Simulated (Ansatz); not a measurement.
`[GeH3][O][GeH3]` + `BO` → `B[O][GeH3]` + `[OH][GeH3]` at 700 K and 1 bar (ligand exchange at a Ge–O bond).

Gas-phase electronic energies from Ansatz, PBE0-D4/def2-TZVP geometries. CCSD(T)/CBS adds triple-zeta CCSD(T) − MP2 to the extrapolated MP2 energy (def2 sets, frozen cores). This one scheme is used for every species. For Ge outer-core shells are correlated without core-valence functions, which leaves a few kJ/mol of doubt a bond. Scalar relativity is left out up to krypton.

| species | CCSD(T)/CBS energy (Eh) | H − E (kJ/mol) | S (J/(mol·K)) |
| --- | --- | --- | --- |
| `[GeH3][O][GeH3]` | -4231.02116 | 203.9 | 455.1 |
| `BO` | -101.80414 | 126.4 | 277.4 |
| `B[O][GeH3]` | -2179.12438 | 187.4 | 392.9 |
| `[OH][GeH3]` | -2153.69723 | 141.7 | 338.7 |

H − E and S are ideal-gas, rigid-rotor, harmonic terms from PBE0-D4/def2-TZVP. 1 Eh = 2625.50 kJ/mol, R = 8.31446 J/(mol·K).

Problem. By hand: ΔE, ΔH, ΔS and ΔG.

Solution. ΔE = (-2179.12438) + (-2153.69723) − (-4231.02116) − (-101.80414) = 0.00369 Eh = 9.7 kJ/mol. Δ(H − E) = 187.4 + 141.7 − 203.9 − 126.4 = -1.2, so ΔH = 8.5 kJ/mol. ΔS = 392.9 + 338.7 − 455.1 − 277.4 = -0.9 J/(mol·K). ΔG = 8.5 − 700 × (-0.9)/1000 = 9.1 kJ/mol.

Problem. By hand: the equilibrium constant, and the temperature at which ΔG would vanish if ΔH and ΔS stayed fixed.

Solution. log₁₀ K = −ΔG/(RT ln 10) = -0.7. ΔH and −TΔS have one sign here, so there is no such temperature.

The number of gas molecules stays the same, so ΔS is small and ΔH decides. A doubt of 5 kJ/mol in ΔE shifts log₁₀ K by 0.4 here. Modes under 60 cm⁻¹, often nearly free rotors, make the harmonic entropy too high. These are equilibria of isolated gas molecules and say nothing of rates. Largest T1 diagnostic: 0.014 (customary marks: 0.02 for closed shells, 0.045 for open ones).

ΔS is within the doubt of such terms, so its sign, and with it that verdict, could turn.
